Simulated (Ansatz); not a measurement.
Z-matrix (Å, degrees):
```
C
N 1 1.442
H 1 1.099 2 111.6
H 1 1.095 2 111.0 3 -120.0
H 1 1.099 2 111.6 3 120.0
C 2 1.440 1 112.8 3 -60.0
Sn 2 2.021 1 118.4 3 120.0
H 6 1.099 2 111.0 1 59.6
H 6 1.090 2 110.7 1 -180.0
H 6 1.099 2 111.0 1 -59.6
Cl 7 2.391 2 96.9 1 180.0
```

Total charge 0; spin multiplicity 1. Sn: def2 effective core potential.

(1) List the r2SCAN/def2-TZVPP orbital energies in eV (Ansatz). (An estimate is asked.)

Answers

(1) The calculation gave: Occupied: -2752.38, -385.65, -273.96, -273.62, -253.75, -192.26, -192.18, -192.15, -137.14, -92.05, -91.96, -91.81, -26.45, -26.41, -26.36, -26.23, -26.17, -23.58, -20.05, -18.59, -16.01, -12.86, -11.69, -11.62, -10.69, -9.97, -9.49, -8.40, -7.65, -7.47, -6.61, -5.72. Lowest empty: -2.64, -0.80, 0.25, 1.34, 2.54, 2.71, 3.06, 3.12.
